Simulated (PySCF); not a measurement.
Method: PBE0-D3(BJ)/def2-TZVP (PySCF). Isolated molecules, 0 K electronic values unless said otherwise. One relaxed conformer stands for a flexible species; it need not be the lowest. Excitations are Tamm–Dancoff values on a coarser integration grid. The basis has no diffuse functions, so Rydberg states are missing or too high.

Reference species (SMILES): `CSSSS` (neutral, multiplicity 1).

```yaml
T1 excitation (TDA): 3.74 eV
LUMO: -1.27 eV
```

Changed species: `SCSSS`.

Problem. What does the change do to the T1 excitation (TDA) and LUMO?

Solution. the T1 excitation (TDA) rises by 0.11 eV, to 3.85 eV; the LUMO rises by 0.03 eV, to -1.24 eV.
